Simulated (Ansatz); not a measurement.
A made-up structure of SnH3O (charge +1), singlet:

| atom | x (Å) | y (Å) | z (Å) |
| --- | --- | --- | --- |
| O1 | -0.2581 | 0.4752 | -0.2724 |
| Sn2 | 0.1050 | -1.0908 | 0.7243 |
| H3 | 1.6963 | -1.6833 | 0.8061 |
| H4 | -1.2054 | 0.6764 | -0.2172 |
| H5 | 0.4892 | 0.9042 | -0.7178 |

It is relaxed with PBE-D4/def2-SVP and then PBE0-D4/def2-TZVP (Ansatz 0.2.0). Atoms count as bonded within 1.22 times the sum of their covalent radii (H–H: 0.88 Å). The end point is not checked to be a true minimum.

Question: Does its bonding change? (Judge from chemistry; the calculation decides.)

Answer: Computed: No: no bond forms or breaks.

Where it ends: The first stage lowers the energy by 2.06 eV in 7 steps. It ends as SnH₃O ([OH2][SnH]), total charge +1:
```
5
angstrom
O -0.2378 0.3897 -0.2181
Sn -0.0378 -1.4825 1.0212
H 1.6600 -1.3382 0.5774
H -1.0516 0.8816 -0.3889
H 0.4943 0.8311 -0.6687
```

Labels in which every atom is bracketed show which atoms are joined, not bond orders.

For scale, one of the runs: PBE0-D4/def2-TZVP relaxation, 99 basis functions, launched by `ansatz run in.yaml --threads 2 --pin off --events-out ev --progress --plain --max-ram 4352MiB`. The run took about 8 s on 2 CPU threads of an Arm Neoverse V2 (shared host).
